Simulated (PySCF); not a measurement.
## EPR parameters of C4H4N3

Compound: C4H4N3 (doublet state).
Structure used (GFN2-xTB), in Å, numbered top down from 1:
```xyz
11
C4H4N3 angstrom
C      2.056   -0.248   -1.208
N      1.269    0.039   -0.342
C      0.228    0.687    0.164
N      0.412    1.730    0.878
C     -1.108   -0.023   -0.106
C     -1.063   -1.360    0.424
N     -0.989   -2.416    0.854
H      2.832   -0.990   -1.159
H     -0.426    2.125    1.288
H     -1.282   -0.073   -1.186
H     -1.923    0.531    0.366
```

The hyperfine couplings belong to this conformer and change with its torsions.

Identity: `[H]/[C]=N/C(CC#N)=N/[H]` [radical].

Method used: UKS B3LYP, pcH-1 on C H N, non-relativistic, mean-field spin-orbit, GIAO in PySCF. Isolated species at its GFN2-xTB geometry (one conformer only). A GFN2-xTB geometry isn't a minimum of the functional, and hyperfine couplings can be far from their values at a DFT geometry. The frame is twisted about the N2–C3 bond at this geometry (dihedral C1–N2–C3–C5 = 87°); couplings at other torsion angles weren't computed. No stability test was run, so a lower SCF solution isn't excluded.

```json
{"g1, g2, g3": "2.00010, 2.00215, 2.00313", "g_iso": "2.00180", "Form of g": "rhombic: the two nearest values differ by 32 % of g3 − g1", "⟨S²⟩": "0.7608 (exact 0.7500)", "α and β electrons": "25, 24", "Total energy": "-318.97975 Eh"}
```

Hyperfine couplings atom by atom, in MHz; T1 to T3 are the principal values of the dipolar part:

```csv
atom,isotope,a_iso,T1,T2,T3,Mulliken spin population
C1,13C,258.6,-50.6,-43.7,94.3,0.61
N2,14N,0.1,-14.5,-10.0,24.6,0.13
C3,13C,-2.3,-13.1,2.5,10.6,-0.07
N4,14N,8.4,-12.0,-11.5,23.5,0.26
C5,13C,-1.7,-0.5,-0.2,0.7,0.00
C6,13C,-2.4,-0.4,-0.1,0.5,0.00
N7,14N,0.2,-0.4,-0.4,0.8,0.01
H8,1H,197.4,-18.3,-6.8,25.1,0.07
H9,1H,-16.7,-15.1,-2.7,17.8,-0.01
H10,1H,-3.7,-2.1,-1.4,3.4,0.00
H11,1H,-1.8,-1.3,-0.7,2.0,0.00
```

Largest spin populations (Mulliken): C1 (+0.61), N4 (+0.26), N2 (+0.13) and H8 (+0.07).

Axes: g1 points within 8° of the N4–H9 bond.

Under fast tumbling the dipolar parts average out, and these isotropic splittings remain: 1 × 1H (H8, I = 1/2, 2 lines) with 7.05 mT, 1 × 1H (H9, I = 1/2, 2 lines) with 0.60 mT, 1 × 14N (N4, I = 1, 3 lines) with 0.30 mT and 2 × 1H (H10/H11, I = 1/2, 3 lines) with 0.10 mT.

Class means assume fast exchange of nuclei equivalent by connectivity; if that motion is slow, each nucleus keeps its own coupling.

The 13C coupling of C1 (258.6 MHz) shows only in satellite lines or after enrichment, since that isotope makes up about 1.07 % of natural carbon.

β density exceeds α density at some nuclei, such as H9 (-0.0037), C6 (-0.0021) and C3 (-0.0020), spin density in bohr⁻³. In a single determinant that takes different orbitals for the two spins, that is spin polarisation.
